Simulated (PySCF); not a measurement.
F₄Te, SMILES F[Te+](F)(F)F, charge +1, multiplicity 2. The structure is a stationary point at PBE-D3(BJ)/def2-SVP. The def2 effective core potentials stand for the cores of Te; spin–orbit coupling is left out.

Question: Give the equilibrium geometry at PBE-D3(BJ)/def2-SVP (PySCF confirms it by a frequency run) as Cartesian coordinates in Å, and its point group. (The exact figures need the calculation; the answer reports its results.)

Answer: point group C2v.
```xyz
5

Te     0.0000     0.0000    -0.1761
F      0.0000     1.9171    -0.5400
F      0.0000    -1.9171    -0.5400
F      1.4376     0.0000     1.0489
F     -1.4376     0.0000     1.0489
```
Charge +1, spin multiplicity 2.
